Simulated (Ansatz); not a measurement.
Relaxation of CH₄F₄Zr (10 atoms, charge 0, multiplicity 1), to a largest force component of 0.03 eV/Å in at most 50 steps.

Computed with RKS B3LYP-D4/def2-SVP (Ansatz 0.2.0).

```xyz
10
Properties=species:S:1:pos:R:3
Zr -0.664 1.568 -0.866
C 0.647 -1.570 0.840
F 0.120 0.599 -2.288
F -2.321 0.756 -0.450
F -1.011 3.317 -1.495
H 0.800 -0.516 1.057
F 0.644 1.657 0.889
H 1.392 -1.916 0.109
H 0.756 -2.151 1.767
H -0.364 -1.743 0.437
```

Where does it end, and by what steps?

The run converged. After 7 steps the energy has fallen by 0.753 eV; F3 moved furthest, 0.55 Å.

```tsv
step	energy less start (eV)	largest force component (eV/Å)	accepted
0	0.0000	3.198	yes
1	-0.6523	0.821	yes
2	-0.7192	0.143	yes
3	-0.7348	0.351	yes
4	-0.7476	0.137	yes
5	-0.7522	0.067	yes
6	-0.7528	0.032	yes
7	-0.7533	0.003	yes
```

```xyz
10
Properties=species:S:1:pos:R:3
Zr -0.533 1.420 -0.690
C 0.547 -1.456 0.705
F 0.503 0.420 -1.939
F -2.117 0.490 -0.172
F -1.090 3.004 -1.581
H 0.959 -0.493 1.045
F 0.503 1.966 0.817
H 1.117 -1.820 -0.160
H 0.628 -2.171 1.535
H -0.516 -1.360 0.439
```

The run took 13 s on 2 threads of AMD EPYC 9R45 96-Core Processor (Zen 5), on a shared host, peak memory 0.31 GiB.
